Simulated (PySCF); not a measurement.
# How the method moves the HOMO and LUMO of `[SiH3][Si@H]1C[SiH2]O1`

Compound: CH8OSi3.
Geometry (PBE0-D3(BJ)/def2-SVP, Å), atoms numbered from 1 in this order:
```
atom  x, y, z in Å
Si1    2.3325    0.1140    0.2922
Si2    0.0777   -0.2489    0.8189
C3    -1.1588    0.9199   -0.0374
Si4   -1.7433   -0.6795   -0.8749
O5    -0.5721   -1.5776   -0.0323
H6     3.1820   -1.0582    0.6631
H7     2.4567    0.3616   -1.1785
H8     2.8301    1.3230    1.0217
H9    -0.1278   -0.3981    2.2926
H10   -0.7207    1.6715   -0.7111
H11   -1.8832    1.4131    0.6279
H12   -3.1315   -1.1153   -0.5462
H13   -1.5403   -0.7452   -2.3510
```

Basis pcSseg-1 throughout (PySCF), one geometry. Geometry: PBE0-D3(BJ)/def2-SVP; no solvent, vibrations or thermal averaging.

**Question.** How do the orbital energies, the gap and the dipole change with the method?

**Answer.** 
| method | kind | HOMO (eV) | LUMO (eV) | gap (eV) | μ (D) | SCF cycles |
| --- | --- | --- | --- | --- | --- | --- |
| BLYP | GGA | -6.45 | -1.34 | 5.11 | 1.72 | 15 |
| OPBE | GGA | -6.58 | -1.39 | 5.19 | 1.70 | 15 |
| B97-D | GGA | -6.59 | -1.35 | 5.23 | 1.73 | 15 |
| PBE | GGA | -6.59 | -1.54 | 5.05 | 1.73 | 15 |
| KT2 | GGA | -6.65 | -1.67 | 4.98 | 1.71 | 15 |
| LDA | LDA | -6.67 | -1.75 | 4.92 | 1.81 | 14 |
| KT3 | GGA | -6.68 | -1.54 | 5.14 | 1.68 | 15 |
| BP86 | GGA | -6.70 | -1.59 | 5.11 | 1.74 | 15 |
| B3LYP | global hybrid | -7.58 | -0.84 | 6.74 | 1.79 | 13 |
| HF | Hartree–Fock | -10.52 | 2.60 | 13.12 | 1.93 | 10 |

The HOMO spans 4.07 eV, from BLYP down to HF, and the gap runs from 4.92 eV (LDA) to 13.12 eV (HF). Over the methods BLYP (0 %), OPBE (0 %), B97-D (0 %), PBE (0 %), KT2 (0 %), LDA (0 %), KT3 (0 %), BP86 (0 %), B3LYP (20 %), HF (100 %), a straight line through the gap against the share of exact exchange rises by 0.80 eV for each 10 % (correlation coefficient 0.999). The dipole ranges from 1.68 D (KT3) to 1.93 D (HF). This basis has no diffuse functions.
